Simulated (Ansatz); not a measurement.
Geometry optimisation, RKS B3LYP/6-31G* (Ansatz).

The input (input.yaml):

```yaml
crystal:
  periodic: [false, false, false]
  atoms:
    - { symbol: B, position_ang: [0.0, 0.0, 0.0] }
    - { symbol: H, position_ang: [0.0, 0.0, 1.54] }
    - { symbol: C, position_ang: [1.3856, 0.0, -0.8] }
    - { symbol: H, position_ang: [1.7152, -1.0462, -0.9702] }
    - { symbol: H, position_ang: [1.2491, 0.508, -1.7774] }
    - { symbol: H, position_ang: [2.1552, 0.5381, -0.2082] }
    - { symbol: H, position_ang: [-1.0305, 0.0, -0.595] }
    - { symbol: "N", position_ang: [0.0829, 1.7537, 0.5833] }
    - { symbol: H, position_ang: [0.4765, 1.9752, 1.5423] }
    - { symbol: C, position_ang: [-0.397, 2.8399, -0.283] }
    - { symbol: H, position_ang: [-0.6674, 2.4284, -1.2779] }
    - { symbol: H, position_ang: [-1.2899, 3.3132, 0.1762] }
    - { symbol: H, position_ang: [0.4035, 3.5996, -0.4026] }
    - { symbol: H, position_ang: [0.0424, 0.8968, 1.5631] }
basis:
  gaussian: { orbitals: "6-31G*" }
hamiltonian:
  xc: b3lyp
relax:
  f_tol: 0.15
  max_steps: 25
  restrain:
    - { distance: [0, 7], at: 1.55, k: 30.0 }
    - { distance: [13, 1], at: 0.66, k: 30.0 }
    - { distance: [0, 1], at: 2.39, k: 30.0 }
    - { distance: [13, 7], at: 2.26, k: 30.0 }
output:
  orbitals: {}
```

Launched with:

```bash
$ ansatz run input.yaml --threads 1 --pin off --max-ram 2048MiB --backend cpu --events-out ev --progress --plain --runs-dir out
```

Problem. Where does it end, and by what steps?

Solution. The run converged. The restraints hold the end off the free minimum. After 17 steps the energy has fallen by 5.085 eV (the restraints' own energy left out); H9 moved furthest, 1.41 Å.

```tsv
step	energy less start (eV)	largest force component (eV/Å)	accepted
0	0.0000	4.660	yes
1	-1.0215	5.833	yes
2	-2.0409	4.823	yes
3	-3.1316	3.438	yes
4	-3.9075	1.905	yes
5	-4.2021	2.132	yes
6	-4.5134	2.130	yes
7	-4.7425	2.225	yes
8	-4.9339	2.343	yes
9	-5.0302	2.294	yes
10	-5.0522	2.789	yes
11	-5.0748	2.254	yes
12	-5.0938	2.366	no
13	-5.0861	2.363	yes
14	-5.0858	2.336	yes
15	-5.1011	2.369	no
16	-5.0886	2.275	yes
17	-5.0846	2.310	yes
```

```xyz
14
Properties=species:S:1:pos:R:3
B 0.355 0.690 -0.596
H -0.510 -0.226 1.452
C 1.637 -0.224 -0.581
H 1.417 -1.204 -0.140
H 1.962 -0.427 -1.611
H 2.492 0.204 -0.043
H -0.671 0.348 -1.113
N 0.373 2.043 -0.024
H 1.225 2.375 0.413
C -0.718 3.001 -0.021
H -1.573 2.566 -0.544
H -1.040 3.259 0.999
H -0.445 3.934 -0.533
H -0.379 0.469 1.433
```

The run took 75 s on 1 thread of Arm Neoverse V1 (shared host), peak memory 0.16 GiB.
